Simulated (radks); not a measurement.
Results of a calculation; reference values are marked as such.
Question: The phosphorus ion P10+ is in [He] 2s2 2p1. Level of theory: scalar-relativistic Kohn-Sham, r2SCAN, spin-polarised, spherical densities, finite nucleus; meta-GGA in the generalised Kohn-Sham scheme; Fermi nuclear charge, rms radius of each element as measured or else 0.836 A^(1/3) + 0.57 fm (a radial shooting solver on a logarithmic mesh with Libxc functionals). Open shells are filled with parallel spins first. One electron is removed from 2s, 1s, 2p in turn, with full relaxation. Which removal costs least, and what does each cost?

Answer: 2p 478.05 eV; 2s 499.53 eV; 1s 2581.6 eV. The 2p electron leaves first.
